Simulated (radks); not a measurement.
The niobium ion Nb4+, configuration [Kr] 4d1.

Method: Dirac Kohn-Sham, LDA (Slater exchange, Perdew-Wang correlation), spin-unpolarised, spherical densities, point nucleus; open shells fill j = l - 1/2 first; computed with a radial shooting solver on a logarithmic mesh with Libxc functionals.

Energy parts (hartree):
| part | energy |
|---|---|
| total | -3812.99216 |
| kinetic | 3946.11477 |
| electron-nucleus | -9149.34008 |
| Hartree | 1503.58688 |
| exchange-correlation | -113.35373 |

Orbitals (lengths in bohr, moments of r in powers of bohr; <r^-3> diverges for s and p1/2; r(max) is where P^2 peaks):
orbital  occ.  eigenvalue (hartree)   r(max)  <r^-3>  small-component weight
1s1/2       2             -691.6257  0.02352       -                2.23e-02
2s1/2       2             -98.24740   0.1335       -                4.54e-03
2p1/2       2             -90.36949   0.1039       -                4.55e-03
2p3/2       4             -86.85604   0.1076    2208                4.41e-03
3s1/2       2             -17.80552   0.3961       -                1.20e-03
3p1/2       2             -14.83850   0.3833       -                1.15e-03
3p3/2       4             -14.26804   0.3926   362.9                1.11e-03
3d3/2       4              -9.00970   0.3320   52.30                9.94e-04
3d5/2       6              -8.90329   0.3348   49.97                9.83e-04
4s1/2       2              -3.80165    1.023       -                2.75e-04
4p1/2       2              -2.95473    1.090       -                2.35e-04
4p3/2       4              -2.86971    1.114   54.31                2.27e-04
4d3/2       1              -1.60691    1.350   5.018                1.43e-04
4d5/2       0              -1.59691    1.359   4.795                1.41e-04

The highest occupied level is 4d3/2 at -43.726 eV. For comparison, the ionisation energy in NIST's Atomic Spectra Database is 50.573 eV (measured). In exact Kohn-Sham theory the highest level is minus the ionisation energy, but local and semilocal functionals leave it too shallow, through self-interaction and a potential that decays too fast; potentials with the right tail come closer. Summed over all electrons, <r^2> = 20.87 bohr^2, which gives a Langevin (diamagnetic) susceptibility term of -16.5 x 10^-6 cm^3/mol.

Beside tabulated values, note that spin-unpolarised runs miss the spin-polarisation part of the exchange energy of open shells.
